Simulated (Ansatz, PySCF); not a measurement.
Complex: CH4 (SMILES C) (first 5 atoms) with C3H4 (SMILES C=C=C); geometry from B3LYP-D3(BJ)/def2-TZVP, rigid monomers moved along the line of their centres of mass till H5···C7 is 4.14 Å.
(charge 0, multiplicity 1):
```xyz
12

C     -0.204    -0.044    -0.291
H      0.372    -0.099    -1.213
H     -0.758     0.894    -0.267
H     -0.902    -0.880    -0.252
H      0.468    -0.091     0.564
C      1.544    -0.022     4.837
C      0.254     0.055     4.693
C     -1.035     0.133     4.544
H      2.043    -0.979     4.943
H      2.163     0.868     4.855
H     -1.486     0.116     3.559
H     -1.697     0.216     5.398
```

Interaction energies are E(AB) − E(A) − E(B) at the monomers' geometry in the complex; basis-set methods are counterpoise corrected.

Correlated levels freeze the cores.

The values were computed with Ansatz (Gaussian basis) for Hartree–Fock, density functionals and correlated methods; PySCF for the dispersion terms. 

PBE/def2-TZVPPD gives -7.9 meV for the interaction energy.

Question: How do the other levels lie against it? Give each less PBE: PBE-D3(BJ)/def2-TZVPPD, r2SCAN/def2-TZVPPD, B3LYP/def2-TZVPPD, wB97M-V/def2-TZVPPD, MP2/aug-cc-pVDZ, CCSD(T)/aug-cc-pVDZ.

Answer: PBE-D3(BJ)/def2-TZVPPD -11.4; r2SCAN/def2-TZVPPD 1.9; B3LYP/def2-TZVPPD 9.9; wB97M-V/def2-TZVPPD -6.1; MP2/aug-cc-pVDZ -6.3; CCSD(T)/aug-cc-pVDZ -5.8 meV. 2 of 6 lie above PBE; the widest gap is to PBE-D3(BJ)/def2-TZVPPD.

Ansatz is a first-principles code.
